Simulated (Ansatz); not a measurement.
Ansatz results at the PBE0-D4/def2-TZVP geometry: LUMO energy (ωB97M-V/def2-TZVPP) 1.14 eV; LUMO energy (PBE0/def2-TZVPP) -0.99 eV; LUMO energy (PBE/def2-TZVPP) -2.15 eV.

Each molecule was computed in one conformer, which needn't be the lowest.

(1) Which molecule gave them?
A. `O[SiH2]C[SiH2]S`
B. `BrC[SiH]1C=N1`
C. `C=C(F)[NH][SnH3]`
D. `OC1[SiH2][Si]1(F)F`

## Answers

(1) B. The others give `O[SiH2]C[SiH2]S`: 1.46, -0.20, -1.05; `OC1[SiH2][Si]1(F)F`: 0.95, -0.79, -1.66; `C=C(F)[NH][SnH3]`: 1.08, -0.31, -1.07.
